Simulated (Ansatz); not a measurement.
Cost and result for the atomization energy of CH9BSSi2 (`BS[SiH2][SiH2]C`) (14 atoms, 13 bonds).

```xyz
14

B     2.007   -1.282    1.383
S     2.158    0.356    0.721
Si    1.075    0.134   -1.146
Si   -1.198   -0.161   -0.677
C    -1.818    1.248    0.390
H     2.518   -1.481    2.443
H     1.426   -2.143    0.794
H     1.312    1.401   -1.891
H     1.671   -0.987   -1.919
H    -1.957   -0.234   -1.958
H    -1.358   -1.464    0.027
H    -2.869    1.103    0.650
H    -1.725    2.203   -0.133
H    -1.241    1.309    1.316
```

Total charge 0; spin multiplicity 1. All single points use the PBE0-D4/def2-TZVP geometry. It is one conformer, not always the lowest. Program: Ansatz. All runs use 4 threads of an AMD EPYC 9R45 on a shared host. Times are those of one run each, without the atoms' runs, and a repeat can differ threefold. Electronic energies, without spin–orbit coupling; frozen cores. CCSD(T)/CBS adds CCSD(T) − MP2 in def2-TZVPP to the MP2 limit, and its time is that of the two runs behind it. T1 = 0.014. B3LYP takes the VWN-RPA correlation (the form of Gaussian; ORCA's B3LYP/G).

CCSD(T)/CBS is a level of theory with its own doubt, some kJ/mol a heavy atom from the limit and from the frozen cores, so smaller differences don't rank the functionals.

```
                             level  functions  wall time
   PBE-D4/def2-TZVPP (with forces)        314      1.7 s
                PBE0-D4/def2-TZVPP        314      2.1 s
r2SCAN-D4/def2-TZVPP (with forces)        314      2.7 s
 B3LYP-D4/def2-TZVPP (with forces)        314      3.4 s
                 B2PLYP/def2-TZVPP        314      3.5 s
                ωB97X-V/def2-TZVPP        314      4.8 s
  ωB97M-V/def2-TZVPP (with forces)        314        7 s
                    MP2/def2-QZVPP        594       15 s
                CCSD(T)/def2-TZVPP        314    4.2 min
                 CCSD(T)/CBS(def2)          –    4.4 min
```

What atomization energy does each give, and how far from CCSD(T)/CBS? (Best estimate.)

Ansatz gave: 
```
                             level  atomization (kJ/mol)  difference from CCSD(T)/CBS  per bond
   PBE-D4/def2-TZVPP (with forces)                4679.3                         19.8       1.5
                PBE0-D4/def2-TZVPP                4658.5                         -1.0      -0.1
r2SCAN-D4/def2-TZVPP (with forces)                4687.1                         27.6       2.1
 B3LYP-D4/def2-TZVPP (with forces)                4667.8                          8.3       0.6
                 B2PLYP/def2-TZVPP                4601.9                        -57.6      -4.4
                ωB97X-V/def2-TZVPP                4697.1                         37.6       2.9
  ωB97M-V/def2-TZVPP (with forces)                4680.3                         20.8       1.6
                    MP2/def2-QZVPP                4622.4                        -37.1      -2.9
                CCSD(T)/def2-TZVPP                4548.3                       -111.2      -8.6
                 CCSD(T)/CBS(def2)                4659.5                          0.0       0.0
```

In def2-TZVPP, CCSD(T) changes the Hartree–Fock value by +965.8 kJ/mol (the triples alone add +51.5 kJ/mol) and MP2 by +974.5 kJ/mol; breaking electron pairs costs correlation energy, which Hartree–Fock lacks. From PBE to PBE0 (25 % exact exchange), in def2-TZVPP and without D4, the atomization energy moves by −15.9 kJ/mol: exact exchange takes away binding that semilocal exchange gives to molecules. The D4 term adds +57.5 kJ/mol with B3LYP and +30.8 kJ/mol with PBE0; it sums over pairs of atoms, weighted by their polarisabilities, and B3LYP, whose exchange is more repulsive, gets the larger term.
